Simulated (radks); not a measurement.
Problem. Zr16+, configuration [Ar] 3d6 (the NIST ground configuration). Method: Dirac Kohn-Sham, PBE, spin-unpolarised, spherical densities, point nucleus; open shells are shared between the two j in proportion to 2j + 1; computed with a radial shooting solver on a logarithmic mesh with Libxc functionals. Some entries of the table are withheld. Estimate them.

orbital,occ.,eigenvalue (hartree),<1/r> (bohr^-1),<r> (bohr)
1s1/2,2,-672.5198,41.26,0.03706
2s1/2,2,-108.2647,9.365,0.1619
2p1/2,2,(1),9.333,(2)
2p3/2,4,(3),8.931,(4)
3s1/2,2,-30.45358,3.336,0.4368
3p1/2,2,-27.64115,3.252,(5)
3p3/2,4,-27.06471,3.157,(6)
3d3/2,2.4,-22.26547,3.005,0.4031
3d5/2,3.6,-22.15099,2.981,0.4057
4s1/2,0,-13.42900,(7),0.9245
4p1/2,0,-12.39388,1.482,(8)
4p3/2,0,-12.23266,1.455,(9)

Solution. 
(1) 2p1/2 eigenvalue (hartree): -100.6595
(2) 2p1/2 <r> (bohr): 0.1383
(3) 2p3/2 eigenvalue (hartree): -97.49128
(4) 2p3/2 <r> (bohr): 0.1426
(5) 3p1/2 <r> (bohr): 0.4279
(6) 3p3/2 <r> (bohr): 0.4364
(7) 4s1/2 <1/r> (bohr^-1): 1.536
(8) 4p1/2 <r> (bohr): 0.9438
(9) 4p3/2 <r> (bohr): 0.9562
